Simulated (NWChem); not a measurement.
System: BSi$_{2}$H$_{7}$O; SMILES OB([SiH3])[SiH3]

NWChem printed, in part:

```
             Northwest Computational Chemistry Package (NWChem) 7.3.0
             --------------------------------------------------------

 C1  symmetry detected

                             Geometry "geometry" -> ""
                             -------------------------

 Output coordinates in angstroms (scale by  1.889725989 to convert to a.u.)

  No.       Tag          Charge          X              Y              Z
 ---- ---------------- ---------- -------------- -------------- --------------
    1 B                    5.0000    -0.49349572    -0.01093080     0.00051236
    2 O                    8.0000    -1.85479777    -0.06819903     0.00022988
    3 H                    1.0000    -2.27777475     0.81321687    -0.00342339
    4 Si                  14.0000     0.52585532     1.76499191    -0.00000253
    5 H                    1.0000     1.43992146     1.86647977    -1.19525482
    6 H                    1.0000     1.38623138     1.89168025     1.23239094
    7 H                    1.0000    -0.41318599     2.95280065    -0.03199316
    8 Si                  14.0000     0.52303473    -1.78095471     0.00022605
    9 H                    1.0000     1.46337426    -1.83209394     1.18067321
   10 H                    1.0000     1.38595877    -1.86887306    -1.23617313
   11 H                    1.0000    -0.36312508    -2.99948503     0.04625025

 Effective nuclear repulsion energy (a.u.)     186.4492554694

                                 NWChem DFT Module
                                 -----------------

 Summary of "ao basis" -> "ao basis" (spherical)
 ------------------------------------------------------------------------------
       Tag                 Description            Shells   Functions and Types
 ---------------- ------------------------------  ------  ---------------------
 B                           3-21g                   5        9   3s2p
 O                           3-21g                   5        9   3s2p
 H                           3-21g                   2        2   2s
 Si                          3-21g                   7       13   4s3p

            General Information
            -------------------
          SCF calculation type: DFT
          Wavefunction type:  closed shell.
          No. of atoms     :    11
          No. of electrons :    48
           Alpha electrons :    24
            Beta electrons :    24
          Charge           :     0
          Spin multiplicity:     1
          Use of symmetry is: off; symmetry adaption is: off
          Maximum number of iterations: 150
          AO basis - number of functions:    58
                     number of shells:    38
          Convergence on energy requested:  1.00D-06
          Convergence on density requested:  1.00D-05
          Convergence on gradient requested:  5.00D-04

              XC Information
              --------------
                  TPSS metaGGA Exchange Functional  1.000
             TPSS03 metaGGA Correlation Functional  1.000

             Grid Information
             ----------------
          Grid used for XC integration:  medium
          Radial quadrature: Mura-Knowles
          Angular quadrature: Lebedev.
          Tag              B.-S. Rad. Rad. Pts. Rad. Cut. Ang. Pts.
          ---              ---------- --------- --------- ---------
          B                   0.85       49           8.0       434
          O                   0.60       49          10.0       434
          H                   0.35       45          13.0       434
          Si                  1.10       88          11.0       590
          Grid pruning is: on
          Number of quadrature shells:   589
          Spatial weights used:  Erf1

      Superposition of Atomic Density Guess
      -------------------------------------

 Sum of atomic energies:        -676.90472094

      Non-variational initial energy
      ------------------------------

 Total energy =    -678.156546
 1-e energy   =   -1307.433855
 2-e energy   =     442.828054
 HOMO         =      -0.238925
 LUMO         =      -0.007874

     ---------------------------------------------
      Total Density - Mulliken Population Analysis
     ---------------------------------------------

    Atom       Charge   Shell Charges
 -----------   ------   -------------------------------------------------------
    1 B    5     4.81   1.99  0.42  0.88  0.87  0.64
    2 O    8     8.85   1.99  0.44  2.25  1.43  2.75
    3 H    1     0.49   0.31  0.18
    4 Si  14    13.67   2.00  1.98  5.87  0.73  1.49  0.67  0.94
    5 H    1     1.08   0.39  0.69
    6 H    1     1.08   0.39  0.69
    7 H    1     1.10   0.39  0.70
    8 Si  14    13.65   2.00  1.98  5.87  0.73  1.50  0.66  0.92
    9 H    1     1.08   0.39  0.69
   10 H    1     1.08   0.39  0.69
   11 H    1     1.10   0.40  0.70

   convergence    iter        energy       DeltaE   RMS-Dens  Diis-err
 ---------------- ----- ----------------- --------- --------- ---------
 d= 0,ls=0.0,diis     1   -679.6234378870 -8.66D+02  2.37D-02  5.06D-01
 d= 0,ls=0.0,diis     2   -679.4791316237  1.44D-01  1.65D-02  1.98D+00
 d= 0,ls=0.0,diis     3   -679.6919818841 -2.13D-01  3.16D-03  5.36D-02
 d= 0,ls=0.0,diis     4   -679.6966497939 -4.67D-03  1.67D-03  2.37D-03
 d= 0,ls=0.0,diis     5   -679.6970729917 -4.23D-04  5.17D-04  2.84D-04
  Resetting Diis
 d= 0,ls=0.0,diis     6   -679.6971313320 -5.83D-05  6.45D-05  8.23D-06
 d= 0,ls=0.0,diis     7   -679.6971326065 -1.27D-06  2.58D-05  5.21D-07
 d= 0,ls=0.0,diis     8   -679.6971324662  1.40D-07  1.48D-05  2.05D-06
 d= 0,ls=0.0,diis     9   -679.6971326782 -2.12D-07  3.69D-06  4.16D-08

         Total DFT energy =     -679.697132678170
      One electron energy =    -1309.956955714444
           Coulomb energy =      500.761444728179
    Exchange-Corr. energy =      -56.950877161349
 Nuclear repulsion energy =      186.449255469445

 Numeric. integr. density =       47.999997870909

                       DFT Final Molecular Orbital Analysis
                       ------------------------------------

 Vector   22  Occ=2.000000D+00  E=-3.104253D-01
              MO Center=  9.0D-01, -1.6D+00, -1.7D-02, r^2= 3.2D+00
   Bfn.  Coefficient  Atom+Function         Bfn.  Coefficient  Atom+Function
  ----- ------------  ---------------      ----- ------------  ---------------
    48      0.317030   8 Si pz               54      0.308055   9 H  s
    56     -0.308671  10 H  s                53      0.208977   9 H  s
    55     -0.209691  10 H  s                44     -0.167050   8 Si pz
    18     -0.163576   2 O  pz               52      0.156674   8 Si pz
    14     -0.146001   2 O  pz               29     -0.052125   4 Si pz

 Vector   23  Occ=2.000000D+00  E=-3.089672D-01
              MO Center=  4.3D-01, -2.0D+00,  1.3D-02, r^2= 2.9D+00
   Bfn.  Coefficient  Atom+Function         Bfn.  Coefficient  Atom+Function
  ----- ------------  ---------------      ----- ------------  ---------------
    58     -0.320422  11 H  s                46      0.312532   8 Si px
    57     -0.214898  11 H  s                54      0.211921   9 H  s
    56      0.208096  10 H  s                 6     -0.174897   1 B  s
    42     -0.164269   8 Si px               53      0.145906   9 H  s
    55      0.143612  10 H  s                50      0.137705   8 Si px

 Vector   24  Occ=2.000000D+00  E=-2.299939D-01
              MO Center= -2.5D-01,  6.2D-03,  2.1D-04, r^2= 4.0D+00
   Bfn.  Coefficient  Atom+Function         Bfn.  Coefficient  Atom+Function
  ----- ------------  ---------------      ----- ------------  ---------------
     4      0.320512   1 B  py               28     -0.239468   4 Si py
    47     -0.225783   8 Si py               17     -0.212581   2 O  py
    32     -0.195289   4 Si py               13     -0.188678   2 O  py
     8      0.185531   1 B  py               15      0.167594   2 O  s
    30      0.154105   4 Si s                27     -0.146716   4 Si px

 Vector   25  Occ=0.000000D+00  E=-7.354516D-02
              MO Center= -3.5D-01,  5.3D-02, -2.9D-04, r^2= 3.3D+00
   Bfn.  Coefficient  Atom+Function         Bfn.  Coefficient  Atom+Function
  ----- ------------  ---------------      ----- ------------  ---------------
     9      0.479587   1 B  pz                5      0.410962   1 B  pz
    18     -0.347160   2 O  pz               37     -0.321213   6 H  s
    35      0.316672   5 H  s                33      0.278705   4 Si pz
    56      0.265860  10 H  s                14     -0.257823   2 O  pz
    54     -0.257898   9 H  s                52      0.190226   8 Si pz

 Vector   26  Occ=0.000000D+00  E= 1.094442D-04
              MO Center= -3.8D-01,  5.0D-01,  7.5D-04, r^2= 6.2D+00
   Bfn.  Coefficient  Atom+Function         Bfn.  Coefficient  Atom+Function
  ----- ------------  ---------------      ----- ------------  ---------------
    31      0.797020   4 Si px               39      0.620386   7 H  s
    15      0.534611   2 O  s                58      0.499979  11 H  s
    50      0.484253   8 Si px                6      0.412352   1 B  s
    20     -0.393017   3 H  s                30     -0.387256   4 Si s
     7      0.358615   1 B  px               35     -0.345081   5 H  s

 Vector   27  Occ=0.000000D+00  E= 4.036603D-02
              MO Center=  6.5D-01,  9.4D-01,  2.8D-03, r^2= 6.5D+00
   Bfn.  Coefficient  Atom+Function         Bfn.  Coefficient  Atom+Function
  ----- ------------  ---------------      ----- ------------  ---------------
     6      1.802419   1 B  s                32      1.333301   4 Si py
    51     -0.754159   8 Si py               39     -0.620570   7 H  s
    30     -0.531519   4 Si s                 7      0.477155   1 B  px
    58     -0.453809  11 H  s                 8      0.349809   1 B  py
    31      0.293463   4 Si px               20     -0.269959   3 H  s

[...]
```

Level: TPSS/3-21G. The geometry was optimised at PBE-D3(BJ)/def2-SVP.

**Question.** Write an input that gives this output.

**Answer.** Several could match; the one computed here: the input that was run:
```
start job
memory heap 200 mb stack 900 mb global 1100 mb
geometry units angstroms noautoz
  B     -0.514955    -0.024543     0.000854
  O     -1.875352    -0.100324     0.000360
  H     -2.310279     0.775254    -0.003944
  Si     0.480144     1.765081    -0.000630
  H      1.392974     1.878219    -1.195781
  H      1.338481     1.904260     1.231838
  H     -0.474962     2.939985    -0.033565
  Si     0.525559    -1.780575     0.001905
  H      1.466281    -1.818153     1.182557
  H      1.389836    -1.857548    -1.234279
  H     -0.343952    -3.011017     0.048560
end
basis spherical
  * library 3-21g
end
dft
  xc xtpss03 ctpss03
  iterations 150
  mulliken
end
task dft energy
```
